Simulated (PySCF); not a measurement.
Gas-phase reaction: 2 Sr(OH)2 + O2 → 2 SrOH + 2 HO2

Energies from PySCF, thermal terms from the rigid-rotor harmonic-oscillator model, ideal gas at 1 bar. 'Table' is the NASA 1993 thermochemical table (part measured, part estimated). † marks an energy on the PBE0/def2-TZVP geometry and frequencies; other levels use their own. Open shells (unrestricted): O2 (multiplicity 3), SrOH (multiplicity 2), HO2 (multiplicity 2); the rest are closed-shell singlets. Sr: scalar-relativistic def2 core potential, no spin-orbit coupling. The table's entry may be an old estimate for Sr(OH)2, SrOH, HO2 (not checked at source).

PBE0/def2-QZVP† gives ΔH°(298 K) = 767.3 kJ.

Question: What does PBE/def2-SVP give, and where does the table lie?

Answer: PBE/def2-SVP: 755.3 kJ. Table: 805.7 kJ.
